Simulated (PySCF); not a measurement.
CH7BO4Si, singlet, geometry from GFN2-xTB, atoms displaced at random by about 0.03 Å a coordinate; B3LYP/STO-3G, gradient (PySCF).

The PySCF input:
```python
from pyscf import gto, scf, dft

mol = gto.M(
    atom='''
Si   -0.59700552   -0.10785362    0.02812132
C    -1.88416382    1.25015241   -0.09127936
O    -1.13669758   -1.40166790   -0.90889865
O    -0.66909640   -0.81977192    1.52978977
B     1.33495728    0.27330644   -0.18160078
O     1.76400568    0.77303080   -1.29552842
O     2.19275467    0.13146052    0.82384213
H    -2.85288812    0.93459899   -0.01640926
H    -1.76195194    1.90129000    0.66545964
H    -1.67172720    1.85143611   -1.07061258
H    -1.12893682   -1.22545108   -1.85719838
H    -1.46365508   -1.25419732    1.81362737
H     2.68240801    0.99032422   -1.32007214
H     1.91218890   -0.21481217    1.67101075
''',
    basis='sto-3g',
    verbose=4,
)

mf = dft.RKS(mol)
mf.xc = 'b3lyp'
mf.kernel()
g = mf.nuc_grad_method()
g.grid_response = True
grad = g.kernel()
```

Question: Write the output that PySCF gives for this input, abridged.

Answer: 
```
PySCF version 2.14.0

[INPUT] verbose = 4
[INPUT] num. atoms = 14
[INPUT] num. electrons = 64
[INPUT] charge = 0
[INPUT] spin (= nelec alpha-beta = 2S) = 0
[INPUT] symmetry False subgroup None
[INPUT] Mole.unit = angstrom
[INPUT] Symbol           X                Y                Z      unit          X                Y                Z       unit  Magmom
[INPUT]  1 Si    -0.597005520000  -0.107853620000   0.028121320000 AA   -1.128176927654  -0.203813803343   0.053141593061 Bohr   0.0
[INPUT]  2 C     -1.884163820000   1.250152410000  -0.091279360000 AA   -3.560553593614   2.362445668865  -0.172492991226 Bohr   0.0
[INPUT]  3 O     -1.136697580000  -1.401667900000  -0.908898650000 AA   -2.148047112656  -2.648768448594  -1.717569523487 Bohr   0.0
[INPUT]  4 O     -0.669096400000  -0.819771920000   1.529789770000 AA   -1.264408946932  -1.549144413409   2.890883693461 Bohr   0.0
[INPUT]  5 B      1.334957280000   0.273306440000  -0.181600780000 AA    2.522703647194   0.516474319680  -0.343175738207 Bohr   0.0
[INPUT]  6 O      1.764005680000   0.773030800000  -1.295528420000 AA    3.333487617377   1.460816497853  -2.448193900390 Bohr   0.0
[INPUT]  7 O      2.192754670000   0.131460520000   0.823842130000 AA    4.143705784661   0.248424378993   1.556835995578 Bohr   0.0
[INPUT]  8 H     -2.852888120000   0.934598990000  -0.016409260000 AA   -5.391177210825   1.766136127395  -0.031009007307 Bohr   0.0
[INPUT]  9 H     -1.761951940000   1.901290000000   0.665459640000 AA   -3.329606611246   3.592917383374   1.257536466552 Bohr   0.0
[INPUT] 10 H     -1.671727200000   1.851436110000  -1.070612580000 AA   -3.159106562986   3.498707185030  -2.023164561714 Bohr   0.0
[INPUT] 11 H     -1.128936820000  -1.225451080000  -1.857198380000 AA   -2.133381401737  -2.315766920252  -3.509596297186 Bohr   0.0
[INPUT] 12 H     -1.463655080000  -1.254197320000   1.813627370000 AA   -2.765907242028  -2.370089440963   3.427259021315 Bohr   0.0
[INPUT] 13 H      2.682408010000   0.990324220000  -1.320072140000 AA    5.069016493240   1.871441550324  -2.494574809269 Bohr   0.0
[INPUT] 14 H      1.912188900000  -0.214812170000   1.671010750000 AA    3.613513319433  -0.405936169524   3.157752668704 Bohr   0.0

nuclear repulsion = 388.464607475435
number of shells = 30
number of NR pGTOs = 138
number of NR cGTOs = 46
basis = sto-3g
ecp = {}

******** <class 'pyscf.dft.rks.RKS'> ********
method = RKS
initial guess = minao
damping factor = 0
level_shift factor = 0
DIIS = <class 'pyscf.scf.diis.CDIIS'>
diis_start_cycle = 1
diis_space = 8
diis_damp = 0
SCF conv_tol = 1e-09
SCF conv_tol_grad = None
SCF max_cycles = 50
direct_scf = True
direct_scf_tol = 1e-13
XC library pyscf.dft.libxc version 7.1.2
    S. Lehtola, C. Steigemann, M. J. T. Oliveira, and M. A. L. Marques,  SoftwareX 7, 1–5 (2018)
XC functionals = b3lyp
    P. J. Stephens, F. J. Devlin, C. F. Chabalowski, and M. J. Frisch,  J. Phys. Chem. 98, 11623 (1994)
radial grids:
    Treutler-Ahlrichs [JCP 102, 346 (1995); DOI:10.1063/1.469408] (M4) radial grids

becke partition: Becke, JCP 88, 2547 (1988); DOI:10.1063/1.454033
pruning grids: <function nwchem_prune>
grids dens level: 3
symmetrized grids: False
atomic radii adjust function: <function treutler_atomic_radii_adjust>
small_rho_cutoff = 0
Set gradient conv threshold to 3.16228e-05
Initial guess from minao.
tot grids = 172328
init E= -650.295777445602
  HOMO = -0.337907575733158  LUMO = -0.0360327833955767  gap/eV = 8.21443
cycle= 1 E= -648.970768176794  delta_E= 1.33  |g|= 0.959  |ddm|= 4.58
  HOMO = 0.0701777250098953  LUMO = 0.19513730694131  gap/eV = 3.40032
cycle= 2 E= -648.915272279628  delta_E= 0.0555  |g|= 1.11  |ddm|= 2.84
  HOMO = -0.098717426052097  LUMO = 0.194433491936985  gap/eV = 7.97704
cycle= 3 E= -649.28924596247  delta_E= -0.374  |g|= 0.106  |ddm|= 1.63
  HOMO = -0.102495743598848  LUMO = 0.16470812065447  gap/eV = 7.27099
cycle= 4 E= -649.29282493686  delta_E= -0.00358  |g|= 0.0389  |ddm|= 0.211
  HOMO = -0.106971423563836  LUMO = 0.163405355067842  gap/eV = 7.35733
cycle= 5 E= -649.293242752687  delta_E= -0.000418  |g|= 0.0127  |ddm|= 0.0663
  HOMO = -0.106593076475801  LUMO = 0.165233045207651  gap/eV = 7.39677
cycle= 6 E= -649.293290816964  delta_E= -4.81e-05  |g|= 0.00349  |ddm|= 0.0201
  HOMO = -0.106185898291997  LUMO = 0.165578435750894  gap/eV = 7.39508
cycle= 7 E= -649.293294670058  delta_E= -3.85e-06  |g|= 0.000356  |ddm|= 0.00526
  HOMO = -0.106274546909222  LUMO = 0.165534259660534  gap/eV = 7.39629
cycle= 8 E= -649.293294711316  delta_E= -4.13e-08  |g|= 0.000139  |ddm|= 0.000778
  HOMO = -0.106251011720447  LUMO = 0.165532021431904  gap/eV = 7.39559
cycle= 9 E= -649.293294717443  delta_E= -6.13e-09  |g|= 2.02e-05  |ddm|= 0.000207
  HOMO = -0.106256512472249  LUMO = 0.165534822659648  gap/eV = 7.39582
cycle= 10 E= -649.293294717588  delta_E= -1.46e-10  |g|= 4.61e-06  |ddm|= 4.25e-05
  HOMO = -0.106253657193872  LUMO = 0.165533887102088  gap/eV = 7.39572
Extra cycle  E= -649.293294717591  delta_E= -2.5e-12  |g|= 4.32e-06  |ddm|= 1.52e-05
converged SCF energy = -649.293294717591

******** <class 'pyscf.grad.rks.Gradients'> for <class 'pyscf.dft.rks.RKS'> ********
unit = Eh/Bohr
grid_response = True
--------------- RKS gradients ---------------
         x                y                z
0 Si     0.0147135056     0.0180788520     0.0061053039
1 C    -0.0716828137    -0.0059722301     0.1011013055
2 O     0.0091250558     0.0297506091    -0.0461540881
3 O    -0.0837365226    -0.0297013521    -0.0116543177
4 B     0.0564839871     0.0134356482    -0.0537722523
5 O     0.0570792054    -0.0126504019     0.0766315884
6 O    -0.0642971961    -0.0184165244     0.0241572594
7 H     0.0668945891     0.0268571239     0.0080196291
8 H    -0.0156380984    -0.0620215508    -0.0679417255
9 H     0.0194470205     0.0243716648    -0.0375852096
10 H    -0.0034764974    -0.0181106821     0.0558912923
11 H     0.0676819274     0.0275475714    -0.0060072096
12 H    -0.0839578062    -0.0166431425    -0.0013567305
13 H     0.0313636435     0.0234744144    -0.0474348453
----------------------------------------------
```
